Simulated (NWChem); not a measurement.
System: MoH₂S₃O; SMILES [SH][Mo](=[S])([OH])=[S]

Here is an NWChem input.

```
start job
memory heap 200 mb stack 900 mb global 1100 mb
geometry units angstroms noautoz
  Mo     0.098771    -0.116906    -0.212364
  S      1.661693    -1.090602     0.803538
  S     -1.770738    -0.818930     0.431414
  O      0.330887    -0.317786    -2.042386
  H     -0.407045    -0.348400    -2.665961
  S      0.068432     2.117704     0.393541
  H      1.410994     2.288677     0.316916
end
basis spherical
  * library sto-3g
end
dft
  xc hfexch
  iterations 150
  mulliken
end
task dft energy
```

NWChem printed, in part:

```
             Northwest Computational Chemistry Package (NWChem) 7.3.0
             --------------------------------------------------------

 C1  symmetry detected

                             Geometry "geometry" -> ""
                             -------------------------

 Output coordinates in angstroms (scale by  1.889725989 to convert to a.u.)

  No.       Tag          Charge          X              Y              Z
 ---- ---------------- ---------- -------------- -------------- --------------
    1 Mo                  42.0000    -0.02023673    -0.09765559    -0.19644295
    2 S                   16.0000     1.30103154    -1.47739987     0.68300109
    3 S                   16.0000    -1.93746255    -0.25088207     0.64207868
    4 O                    8.0000    -0.03763918    -0.34381502    -2.03554975
    5 H                    1.0000    -0.81309229    -0.16206656    -2.58324181
    6 S                   16.0000     0.63676109     2.05169744     0.36047589
    7 H                    1.0000     1.95886702     1.83947362     0.14935303

 Effective nuclear repulsion energy (a.u.)     804.6707599187

  xc_inp: hfexch multiplicative factor not found.

                                 NWChem DFT Module
                                 -----------------

 Summary of "ao basis" -> "ao basis" (spherical)
 ------------------------------------------------------------------------------
       Tag                 Description            Shells   Functions and Types
 ---------------- ------------------------------  ------  ---------------------
 Mo                          sto-3g                 11       27   5s4p2d
 S                           sto-3g                  5        9   3s2p
 O                           sto-3g                  3        5   2s1p
 H                           sto-3g                  1        1   1s

            General Information
            -------------------
          SCF calculation type: DFT
          Wavefunction type:  closed shell.
          No. of atoms     :     7
          No. of electrons :   100
           Alpha electrons :    50
            Beta electrons :    50
          Charge           :     0
          Spin multiplicity:     1
          Use of symmetry is: off; symmetry adaption is: off
          Maximum number of iterations: 150
          AO basis - number of functions:    61
                     number of shells:    31
          Convergence on energy requested:  1.00D-06
          Convergence on density requested:  1.00D-05
          Convergence on gradient requested:  5.00D-04

              XC Information
              --------------
                     Hartree-Fock (Exact) Exchange  1.000

      Superposition of Atomic Density Guess
      -------------------------------------

 Sum of atomic energies:       -5189.79848889

      Non-variational initial energy
      ------------------------------

 Total energy =   -5189.554724
 1-e energy   =   -8805.216950
 2-e energy   =    2810.991466
 HOMO         =      -0.124868
 LUMO         =       0.148126

     ---------------------------------------------
      Total Density - Mulliken Population Analysis
     ---------------------------------------------

    Atom       Charge   Shell Charges
 -----------   ------   -------------------------------------------------------
    1 Mo  42    39.63   2.00  2.00  6.00  2.00  5.98  2.01  5.78  0.71  0.95  9.88  2.32
    2 S   16    16.88   2.00  2.00  5.98  1.93  4.97
    3 S   16    16.84   2.00  2.00  5.98  1.93  4.93
    4 O    8     8.75   2.00  1.83  4.93
    5 H    1     0.63   0.63
    6 S   16    16.39   2.00  2.00  5.97  1.87  4.56
    7 H    1     0.87   0.87

   convergence    iter        energy       DeltaE   RMS-Dens  Diis-err
 ---------------- ----- ----------------- --------- --------- ---------
 d= 0,ls=0.0,diis     1  -5190.0805529478 -5.99D+03  7.17D-02  3.18D+00
 d= 0,ls=0.0,diis     2  -5188.0596267262  2.02D+00  4.99D-02  1.75D+01
 d= 0,ls=0.0,diis     3  -5190.6124694539 -2.55D+00  3.90D-03  2.82D-02
 d= 0,ls=0.0,diis     4  -5190.6179600149 -5.49D-03  1.38D-03  4.80D-03
 d= 0,ls=0.0,diis     5  -5190.6190717772 -1.11D-03  7.44D-04  2.68D-04
  Resetting Diis
 d= 0,ls=0.0,diis     6  -5190.6193014481 -2.30D-04  7.18D-04  9.80D-05
 d= 0,ls=0.0,diis     7  -5190.6194295899 -1.28D-04  2.29D-04  3.64D-05
 d= 0,ls=0.0,diis     8  -5190.6194503820 -2.08D-05  1.18D-04  3.95D-05
 d= 0,ls=0.0,diis     9  -5190.6194606869 -1.03D-05  4.45D-04  1.69D-05
 d= 0,ls=0.0,diis    10  -5190.6194861184 -2.54D-05  1.56D-04  1.96D-06
 d= 0,ls=0.0,diis    11  -5190.6194888770 -2.76D-06  4.04D-05  4.20D-07
 d= 0,ls=0.0,diis    12  -5190.6194892215 -3.45D-07  2.80D-05  1.19D-07
 d= 0,ls=0.0,diis    13  -5190.6194893650 -1.43D-07  1.22D-05  1.91D-08
 d= 0,ls=0.0,diis    14  -5190.6194893878 -2.28D-08  3.35D-06  3.15D-09

         Total DFT energy =    -5190.619489387765
      One electron energy =    -8796.989319294074
           Coulomb energy =     3006.043091658537
    Exchange-Corr. energy =     -204.344021670920
 Nuclear repulsion energy =      804.670759918692

 Numeric. integr. density =        0.000000000000

                       DFT Final Molecular Orbital Analysis
                       ------------------------------------

 Vector   48  Occ=2.000000D+00  E=-2.788572D-01
              MO Center= -5.0D-01, -2.6D-01,  2.8D-01, r^2= 3.7D+00
   Bfn.  Coefficient  Atom+Function         Bfn.  Coefficient  Atom+Function
  ----- ------------  ---------------      ----- ------------  ---------------
    44      0.435242  3 S  py                45      0.422240  3 S  pz
    26      0.320906  1 Mo d  1              36     -0.322423  2 S  pz
    35     -0.301989  2 S  py                23     -0.278849  1 Mo d -2
    27     -0.213785  1 Mo d  2              43      0.183023  3 S  px
    48     -0.159233  4 O  px                24      0.156618  1 Mo d -1

 Vector   49  Occ=2.000000D+00  E=-2.424769D-01
              MO Center=  4.3D-01,  8.0D-03,  3.6D-01, r^2= 4.7D+00
   Bfn.  Coefficient  Atom+Function         Bfn.  Coefficient  Atom+Function
  ----- ------------  ---------------      ----- ------------  ---------------
    60      0.582928  6 S  pz                36     -0.495463  2 S  pz
    35     -0.349458  2 S  py                44     -0.291326  3 S  py
    49      0.227382  4 O  py                45     -0.212318  3 S  pz
    16     -0.191868  1 Mo py                56     -0.177848  6 S  pz
    32      0.154469  2 S  pz                12      0.134631  1 Mo py

 Vector   50  Occ=2.000000D+00  E=-2.275792D-01
              MO Center= -1.2D-01, -7.5D-01,  5.6D-01, r^2= 4.2D+00
   Bfn.  Coefficient  Atom+Function         Bfn.  Coefficient  Atom+Function
  ----- ------------  ---------------      ----- ------------  ---------------
    44     -0.450391  3 S  py                45      0.447624  3 S  pz
    34      0.440565  2 S  px                36     -0.431193  2 S  pz
    35      0.327622  2 S  py                15      0.223865  1 Mo px
    11     -0.163463  1 Mo px                41     -0.139711  3 S  pz
    40      0.138968  3 S  py                32      0.134671  2 S  pz

 Vector   51  Occ=0.000000D+00  E= 1.489478D-01
              MO Center= -2.6D-01, -2.7D-01,  1.2D-01, r^2= 2.6D+00
   Bfn.  Coefficient  Atom+Function         Bfn.  Coefficient  Atom+Function
  ----- ------------  ---------------      ----- ------------  ---------------
    23      0.558550  1 Mo d -2              26     -0.450400  1 Mo d  1
    44      0.433366  3 S  py                27      0.348322  1 Mo d  2
    45      0.312506  3 S  pz                36     -0.265750  2 S  pz
    35     -0.258671  2 S  py                24     -0.182053  1 Mo d -1
    34     -0.175481  2 S  px                40     -0.129103  3 S  py

 Vector   52  Occ=0.000000D+00  E= 1.720541D-01
              MO Center= -1.6D-02, -1.5D-01, -1.1D-01, r^2= 2.2D+00
   Bfn.  Coefficient  Atom+Function         Bfn.  Coefficient  Atom+Function
  ----- ------------  ---------------      ----- ------------  ---------------
    24      0.696527  1 Mo d -1              27      0.351652  1 Mo d  2
    26     -0.335077  1 Mo d  1              44     -0.290153  3 S  py
    34     -0.284270  2 S  px                23     -0.265564  1 Mo d -2
    60     -0.229655  6 S  pz                49      0.219805  4 O  py
    35     -0.206732  2 S  py                19     -0.143627  1 Mo d -1

 Vector   53  Occ=0.000000D+00  E= 2.075417D-01
              MO Center= -7.1D-03, -2.3D-01, -1.3D-01, r^2= 2.8D+00
   Bfn.  Coefficient  Atom+Function         Bfn.  Coefficient  Atom+Function
  ----- ------------  ---------------      ----- ------------  ---------------
    26      0.497411  1 Mo d  1              15      0.397513  1 Mo px
    24      0.386058  1 Mo d -1              23      0.378361  1 Mo d -2
    34     -0.329029  2 S  px                43     -0.312092  3 S  px
    11     -0.259744  1 Mo px                16     -0.251504  1 Mo py
    35      0.252095  2 S  py                44      0.202903  3 S  py

     ---------------------------------------------
      Total Density - Mulliken Population Analysis
     ---------------------------------------------

    Atom       Charge   Shell Charges
 -----------   ------   -------------------------------------------------------
    1 Mo  42    41.59   2.00  2.00  6.00  2.00  5.99  2.01  5.85  0.68  1.34  9.90  3.82
    2 S   16    16.09   2.00  2.00  5.96  1.93  4.19
    3 S   16    16.07   2.00  2.00  5.96  1.93  4.18
    4 O    8     8.40   2.00  1.82  4.58
    5 H    1     0.79   0.79
    6 S   16    16.04   2.00  2.00  5.96  1.88  4.20
    7 H    1     1.03   1.03

     -------------------------------------------
      Total Density - Lowdin Population Analysis
     -------------------------------------------

[...]
```

Level: Hartree-Fock/STO-3G, non-relativistic. Structure relaxed at the PBE0/def2-SVP (def2 core potentials past Kr) level. No frequency run checked for a minimum.
